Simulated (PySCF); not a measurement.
# Two-component Hartree-Fock for Ni (nickel, neutral)

Start: [Ar] 3d8 4s2; 3d3/2 filled at m_j = -3/2, -1/2, +1/2, +3/2; 3d5/2 filled at m_j = -1/2, +1/2, +3/2, +5/2. Calculated with PySCF 2.14 in x2c-TZVPall-2c with one added diffuse shell each of s, p, d type (7s8p5d1f, 63 functions): generalised Hartree-Fock with the X2C-1e Hamiltonian and a Gaussian nucleus; one run each with spin-orbit coupling (SO) switched off, then screened by Boettger's factors.

```tsv
spinor shell	electrons	ε, spin-free (eV)	ε, screened SO (eV)	weight of nominal j (screened SO)	rms radius, screened SO (bohr)
1s1/2	2	-8402.7	-8402.5	1.000	0.0624
2s1/2	2	-1051.1	-1051.0	1.000	0.265
2p1/2	2	-900.22	-912.62	0.999	0.236
2p3/2	4	-900.22	-894.13	0.999	0.239
3s1/2	2	-136.18	-136.16	1.000	0.794
3p1/2	2	-89.884	-93.751	0.801	0.842
3d3/2	4	-18.819	-18.760	0.686	1.11
3d5/2	4	-18.819	-18.884	0.731	1.11
4s1/2	2	-7.664	-7.663	1.000	3.27
```

(1) Where does 3p3/2 lie, and what is the 3p spin-orbit splitting (screened SO)?

| quantity | spin-free | screened SO |
| --- | --- | --- |
| E (hartree) | -1519.06557 | -1519.10269 |
| M_J | 4 | 4 |
| ⟨J²⟩ | 20.010 | 20.010 |
| ⟨L²⟩ | 12.005 | 12.012 |
| ⟨S²⟩ | 2.005 | 2.005 |

Each row is a mean over spinors that exchange with the open shell spreads, by up to 10.769 eV (3p3/2).

Rows whose weight is well below 1 are mixtures of j = l ± 1/2: exchange outweighs spin-orbit coupling there, and the label is only the starting occupation.

Without spin-orbit coupling the j labels of p, d and f shells carry no meaning; the spin-free column gives the mean over the occupied spinors of each nl shell.

Answers

(1) At -87.952 eV, 5.799 eV above 3p1/2.
